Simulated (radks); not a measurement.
Task: Species: Zn2+. Configuration: [Ar] 3d8 4s2 (not the ground configuration). Method: scalar-relativistic Kohn-Sham, PBE, spin-polarised, spherical densities, point nucleus; open shells are filled with parallel spins first; computed with a radial shooting solver on a logarithmic mesh with Libxc functionals. Some entries of the table are withheld. Estimate them.

| orbital | occ. | eigenvalue (eV) | <1/r> (bohr^-1) | <r^2> (bohr^2) |
|---|---|---|---|---|
| 1s up | 1 | -9564.434 | 30.23 | 0.003405 |
| 1s down | 1 | -9564.432 | 30.23 | 0.003405 |
| 2s up | 1 | -1199.181 | 6.583 | 0.06041 |
| 2s down | 1 | -1197.741 | 6.589 | 0.06031 |
| 2p up | 3 | -1044.571 | 6.458 | 0.04826 |
| 2p down | 3 | -1043.491 | 6.463 | 0.04816 |
| 3s up | 1 | -168.1508 | (1) | 0.5207 |
| 3s down | 1 | -165.5293 | (2) | 0.5232 |
| 3p up | 3 | -121.9023 | 1.973 | 0.5724 |
| 3p down | 3 | -119.3291 | 1.965 | 0.5768 |
| 3d up | 5 | (3) | 1.651 | 0.7821 |
| 3d down | 3 | (4) | 1.634 | 0.8109 |
| 4s up | 1 | -27.9758 | 0.6461 | 4.694 |
| 4s down | 1 | -27.4977 | 0.6369 | 4.803 |

Result: 
(1) 3s up <1/r> (bohr^-1): 2.117
(2) 3s down <1/r> (bohr^-1): 2.111
(3) 3d up eigenvalue (eV): -47.0416
(4) 3d down eigenvalue (eV): -44.5677
